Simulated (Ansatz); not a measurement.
Nudged elastic band run: Cl$_{2}$FH$_{4}$HfOSi

Input:

```yaml
crystal:
  periodic: [false, false, false]
  atoms:
    - { symbol: Hf, position_ang: [0.00085, -0.255076, -0.157432] }
    - { symbol: F, position_ang: [0.103654, -0.063344, 1.74255] }
    - { symbol: Cl, position_ang: [2.017015, 0.489205, -1.135317] }
    - { symbol: O, position_ang: [-1.450123, 0.843447, -0.782458] }
    - { symbol: Si, position_ang: [-2.723804, 1.820711, -1.316215] }
    - { symbol: H, position_ang: [-3.966556, 1.451694, -0.559258] }
    - { symbol: H, position_ang: [-2.370245, 3.257263, -1.062223] }
    - { symbol: H, position_ang: [-2.92738, 1.592359, -2.785838] }
    - { symbol: Cl, position_ang: [-0.447432, -2.508204, -0.704259] }
    - { symbol: H, position_ang: [0.242622, 0.031046, 4.976949] }
magnetization:
  spin_polarized: true
  initial_magnetization: 1
basis:
  gaussian: { orbitals: def2-SVP }
hamiltonian:
  xc: pbe
neb:
  order_check: false
  images: 5
  f_tol: 0.05
  max_iterations: 60
  final_atoms:
    - { symbol: Hf, position_ang: [0.21473408, -0.07579767, -0.11276513] }
    - { symbol: F, position_ang: [-0.70685127, 0.16719654, 2.02609874] }
    - { symbol: Cl, position_ang: [2.03601648, 0.18730328, -1.5764499] }
    - { symbol: O, position_ang: [-1.25973252, 1.02090723, -0.6982699] }
    - { symbol: Si, position_ang: [-2.64821357, 1.88612661, -1.11865824] }
    - { symbol: H, position_ang: [-3.74938036, 1.55360141, -0.15148469] }
    - { symbol: H, position_ang: [-2.3435515, 3.35511053, -1.05673008] }
    - { symbol: H, position_ang: [-3.06408045, 1.50544624, -2.5106591] }
    - { symbol: Cl, position_ang: [0.43486907, -2.17405151, 1.20195165] }
    - { symbol: H, position_ang: [-0.43520897, -0.76674167, 2.21346567] }
  initial_path:
    images:
      - { positions_ang: [[0.00085, -0.255076, -0.157432], [0.103654, -0.063344, 1.74255], [2.017015, 0.489205, -1.135317], [-1.450123, 0.843447, -0.782458], [-2.723804, 1.820711, -1.316215], [-3.966556, 1.451694, -0.559258], [-2.370245, 3.257263, -1.062223], [-2.92738, 1.592359, -2.785838], [-0.447432, -2.508204, -0.704259], [0.242622, 0.031046, 4.976949]] }
      - { positions_ang: [[0.00257998, -0.16647109, -0.1047377], [0.07080724, -0.03845697, 1.90525021], [2.1389055, 0.33697541, -1.03606725], [-1.29483716, 1.12581909, -0.75147073], [-2.68033925, 1.79078897, -1.26760169], [-3.77727137, 1.28099639, -0.45440673], [-2.60280018, 3.20874622, -1.09785875], [-2.85629665, 1.45382258, -2.69578588], [-0.68543079, -2.35769478, -0.7490053], [0.16328367, 0.02457517, 4.46818282]] }
      - { positions_ang: [[0.00430996, -0.07786618, -0.05204341], [0.03796049, -0.01356994, 2.06795041], [2.260796, 0.18474583, -0.93681749], [-1.13955132, 1.40819118, -0.72048346], [-2.63687449, 1.76086694, -1.21898838], [-3.58798674, 1.11029879, -0.34955546], [-2.83535536, 3.16022944, -1.1334945], [-2.78521331, 1.31528616, -2.60573375], [-0.92342957, -2.20718555, -0.79375161], [0.08394534, 0.01810434, 3.95941665]] }
      - { positions_ang: [[0.00603994, 0.01073873, 0.00065089], [0.00511373, 0.0113171, 2.23065062], [2.3826865, 0.03251624, -0.83756774], [-0.98426548, 1.69056327, -0.68949619], [-2.59340974, 1.73094491, -1.17037506], [-3.39870212, 0.93960118, -0.24470418], [-3.06791054, 3.11171266, -1.16913026], [-2.71412996, 1.17674974, -2.51568163], [-1.16142836, -2.05667633, -0.83849791], [0.00460701, 0.01163351, 3.45065047]] }
      - { positions_ang: [[0.07560466, -0.01810674, -0.03715445], [-0.23220794, 0.06327691, 2.16246666], [2.26712983, 0.08411192, -1.0838618], [-1.07608783, 1.46734459, -0.69242076], [-2.61167768, 1.78267214, -1.15313612], [-3.51559486, 1.14426792, -0.21363102], [-2.82645753, 3.19284528, -1.13166353], [-2.83078012, 1.28631524, -2.51400746], [-0.62932922, -2.09580139, -0.15834806], [-0.14199831, -0.24782488, 3.03825554]] }
      - { positions_ang: [[0.14516937, -0.0469522, -0.07495979], [-0.4695296, 0.11523673, 2.0942827], [2.15157315, 0.1357076, -1.33015585], [-1.16791018, 1.24412591, -0.69534533], [-2.62994562, 1.83439938, -1.13589718], [-3.63248761, 1.34893467, -0.18255786], [-2.58500451, 3.27397791, -1.09419681], [-2.94743029, 1.39588074, -2.51233328], [-0.09723007, -2.13492645, 0.52180179], [-0.28860364, -0.50728327, 2.62586061]] }
      - { positions_ang: [[0.21473408, -0.07579767, -0.11276513], [-0.70685127, 0.16719654, 2.02609874], [2.03601648, 0.18730328, -1.5764499], [-1.25973252, 1.02090723, -0.6982699], [-2.64821357, 1.88612661, -1.11865824], [-3.74938036, 1.55360141, -0.15148469], [-2.3435515, 3.35511053, -1.05673008], [-3.06408045, 1.50544624, -2.5106591], [0.43486907, -2.17405151, 1.20195165], [-0.43520897, -0.76674167, 2.21346567]] }
```

Run as:

```bash
$ ansatz run input.yaml --threads 4 --pin off --max-ram 5120MiB --backend cpu --events-out ev --progress --plain --runs-dir out
```

Output, in part (warnings, iteration lines, the closing report on the highest movable image, with atoms numbered from 0):

```
NEB end point (image 0): max|allowed force component| = 2.336e-2 eV/Å (the criterion of neb.relax_end_points is 1.000e-2)
NEB end point (image 6): max|allowed force component| = 2.218e-2 eV/Å (the criterion of neb.relax_end_points is 1.000e-2)
NEB iter   1: max|band force component| = 6.659e0 eV/Å  barrier→ = 2.1587 eV  barrier← = 1.6456 eV  Δτ_max = 0.2000 Å  (359 SCF iters)
NEB iter   2: max|band force component| = 1.737e0 eV/Å  barrier→ = 1.4318 eV  barrier← = 0.9187 eV  Δτ_max = 0.2000 Å  (193 SCF iters)
NEB iter   3: max|band force component| = 1.434e0 eV/Å  barrier→ = 1.2872 eV  barrier← = 0.7741 eV  Δτ_max = 0.2000 Å  (189 SCF iters)
NEB iter   4: max|band force component| = 1.123e0 eV/Å  barrier→ = 1.0828 eV  barrier← = 0.5697 eV  Δτ_max = 0.2000 Å  (185 SCF iters)
NEB iter   5: max|band force component| = 1.048e0 eV/Å  barrier→ = 1.0001 eV  barrier← = 0.4870 eV  Δτ_max = 0.1993 Å  (188 SCF iters)
NEB iter   6: max|band force component| = 8.948e-1 eV/Å  barrier→ = 0.7845 eV  barrier← = 0.2714 eV  Δτ_max = 0.1921 Å  (177 SCF iters)
NEB iter   7: max|band force component| = 4.929e-1 eV/Å  barrier→ = 0.7835 eV  barrier← = 0.2704 eV  CI = image 4  Δτ_max = 0.1986 Å  (178 SCF iters)
NEB iter   8: max|band force component| = 2.192e0 eV/Å  barrier→ = 1.0419 eV  barrier← = 0.5288 eV  CI = image 4  Δτ_max = 0.1006 Å  (196 SCF iters)
NEB iter   9: max|band force component| = 1.895e0 eV/Å  barrier→ = 1.0226 eV  barrier← = 0.5095 eV  CI = image 4  Δτ_max = 0.2000 Å  (185 SCF iters)
NEB iter  10: max|band force component| = 1.208e0 eV/Å  barrier→ = 1.0507 eV  barrier← = 0.5376 eV  CI = image 4  Δτ_max = 0.2000 Å  (185 SCF iters)
NEB iter  11: max|band force component| = 1.119e0 eV/Å  barrier→ = 1.0274 eV  barrier← = 0.5143 eV  CI = image 4  Δτ_max = 0.2000 Å  (164 SCF iters)
NEB iter  12: max|band force component| = 1.210e0 eV/Å  barrier→ = 1.0297 eV  barrier← = 0.5166 eV  CI = image 4  Δτ_max = 0.2000 Å  (179 SCF iters)
NEB iter  13: max|band force component| = 1.316e0 eV/Å  barrier→ = 1.0536 eV  barrier← = 0.5405 eV  CI = image 4  Δτ_max = 0.1979 Å  (178 SCF iters)
NEB iter  14: max|band force component| = 7.957e-1 eV/Å  barrier→ = 1.2155 eV  barrier← = 0.7024 eV  CI = image 4  Δτ_max = 0.1985 Å  (170 SCF iters)
NEB iter  15: max|band force component| = 3.258e-1 eV/Å  barrier→ = 1.1679 eV  barrier← = 0.6549 eV  CI = image 4  Δτ_max = 0.1972 Å  (175 SCF iters)
NEB iter  16: max|band force component| = 3.209e-1 eV/Å  barrier→ = 1.1365 eV  barrier← = 0.6234 eV  CI = image 4  Δτ_max = 0.1962 Å  (175 SCF iters)
NEB iter  17: max|band force component| = 1.310e0 eV/Å  barrier→ = 1.1269 eV  barrier← = 0.6138 eV  CI = image 4  Δτ_max = 0.1001 Å  (179 SCF iters)
NEB iter  18: max|band force component| = 2.510e-1 eV/Å  barrier→ = 1.1147 eV  barrier← = 0.6016 eV  CI = image 4  Δτ_max = 0.2000 Å  (168 SCF iters)
NEB iter  19: max|band force component| = 1.270e0 eV/Å  barrier→ = 1.1049 eV  barrier← = 0.5918 eV  CI = image 4  Δτ_max = 0.0997 Å  (173 SCF iters)
NEB iter  20: max|band force component| = 1.990e-1 eV/Å  barrier→ = 1.0941 eV  barrier← = 0.5810 eV  CI = image 4  Δτ_max = 0.0831 Å  (171 SCF iters)
NEB iter  21: max|band force component| = 1.557e-1 eV/Å  barrier→ = 1.0818 eV  barrier← = 0.5687 eV  CI = image 4  Δτ_max = 0.0652 Å  (164 SCF iters)
NEB iter  22: max|band force component| = 1.402e-1 eV/Å  barrier→ = 1.0771 eV  barrier← = 0.5640 eV  CI = image 4  Δτ_max = 0.2000 Å  (167 SCF iters)
NEB iter  23: max|band force component| = 4.052e-1 eV/Å  barrier→ = 1.0739 eV  barrier← = 0.5608 eV  CI = image 4  Δτ_max = 0.0978 Å  (173 SCF iters)
NEB iter  24: max|band force component| = 2.280e-1 eV/Å  barrier→ = 1.0720 eV  barrier← = 0.5589 eV  CI = image 4  Δτ_max = 0.1018 Å  (174 SCF iters)
NEB iter  25: max|band force component| = 1.075e-1 eV/Å  barrier→ = 1.0707 eV  barrier← = 0.5576 eV  CI = image 4  Δτ_max = 0.0630 Å  (173 SCF iters)
NEB iter  26: max|band force component| = 5.350e-2 eV/Å  barrier→ = 1.0696 eV  barrier← = 0.5565 eV  CI = image 4  Δτ_max = 0.0593 Å  (166 SCF iters)
NEB iter  27: max|band force component| = 5.538e-2 eV/Å  barrier→ = 1.0689 eV  barrier← = 0.5558 eV  CI = image 4  Δτ_max = 0.0298 Å  (163 SCF iters)
NEB iter  28: max|band force component| = 9.915e-2 eV/Å  barrier→ = 1.0684 eV  barrier← = 0.5553 eV  CI = image 4  Δτ_max = 0.0149 Å  (166 SCF iters)
NEB iter  29: max|band force component| = 6.151e-2 eV/Å  barrier→ = 1.0682 eV  barrier← = 0.5551 eV  CI = image 4  Δτ_max = 0.0149 Å  (168 SCF iters)
NEB iter  30: max|band force component| = 3.094e-2 eV/Å  barrier→ = 1.0681 eV  barrier← = 0.5550 eV  CI = image 4  Δτ_max = 0.0000 Å  (354 SCF iters)
Total energy: -39031.86736714 eV, -1434.3946689926 hartree
Atom 0 at     0.109901     0.025019     0.041569 Å, force     0.001622    -0.002024     0.013712 eV/Å
Atom 1 at     0.187202     0.079487     2.110893 Å, force     0.000884     0.024908    -0.025212 eV/Å
Atom 2 at     2.150637     0.461383    -1.067504 Å, force    -0.001680    -0.001090    -0.000903 eV/Å
Atom 3 at    -1.354639     1.068275    -0.651182 Å, force     0.005116    -0.008923     0.010405 eV/Å
Atom 4 at    -2.725934     1.869831    -1.231020 Å, force    -0.008990     0.010606    -0.005103 eV/Å
Atom 5 at    -3.863149     1.645227    -0.275770 Å, force     0.000346    -0.000518    -0.001789 eV/Å
Atom 6 at    -2.424014     3.337340    -1.330510 Å, force     0.001387    -0.001285    -0.001536 eV/Å
Atom 7 at    -3.074840     1.323126    -2.585158 Å, force     0.001093    -0.000508     0.000605 eV/Å
Atom 8 at    -0.468071    -2.245046     0.428146 Å, force     0.000901    -0.000083    -0.005718 eV/Å
Atom 9 at    -0.058492    -0.905541     2.777033 Å, force    -0.000678    -0.021083     0.015538 eV/Å
Dipole moment:    -0.329311     0.308485     0.026698 e Å
```

It converged. A structure lower than the first end lies on the path between it and the top, so the climb from that side starts below the end, which may itself be a saddle point or a shallow side well. A vibrational analysis at the climbing image gives one clearly imaginary mode, 1084i cm⁻¹, and a faint second one (13i cm⁻¹) that may be numerical noise or a soft torsion: probably a first-order saddle point.

Final band (atoms are numbered from 1 in the order of the input):

```tsv
image	path coordinate (Å)	energy (kcal/mol)	F2–H10 (Å)
0	0.00	0.0	3.24
1	1.32	0.0	3.28
2	2.65	-0.1	3.34
3	3.97	0.2	2.87
4	5.29	24.6	1.21
5	6.30	12.4	1.00
6	7.31	11.8	0.99
```

The run took 5.5 min on 4 threads of Intel(R) Xeon(R) Platinum 8488C (Sapphire Rapids), with other jobs on the host, peak memory 0.32 GiB.
